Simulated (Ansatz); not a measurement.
Consider the ligand exchange at the Si–C bond: `C=C[SiH2]C=N` + `[AsH3]` → `C=C[SiH2][AsH2]` + `C=N`.

Calculated with Ansatz (gas phase, PBE0-D4/def2-TZVP geometries, no zero-point term in ΔE). CCSD(T)/CBS adds triple-zeta CCSD(T) − MP2 to the extrapolated MP2 energy (def2 sets, frozen cores). This one scheme is used for every species. For As outer-core shells are correlated without core-valence functions, which leaves a few kJ/mol of doubt a bond. Scalar relativity is left out up to krypton. Each species was taken in one conformer, which may not be the lowest.

| species | CCSD(T)/CBS(def2) energy (Eh) |
| --- | --- |
| `C=C[SiH2]C=N` | -462.09754 |
| `[AsH3]` | -2236.79077 |
| `C=C[SiH2][AsH2]` | -2604.38170 |
| `C=N` | -94.52360 |

(1) Work out ΔE.

Largest T1 diagnostic among the species: 0.012.

Results:

(1) ΔE = (-2604.38170) + (-94.52360) − (-462.09754) − (-2236.79077) = -0.01699 Eh = -44.6 kJ/mol.

In def2-TZVPP, CCSD(T) changes the Hartree–Fock value by −3.8 kJ/mol (the triples alone add −0.6 kJ/mol) and MP2 by −7.9 kJ/mol.
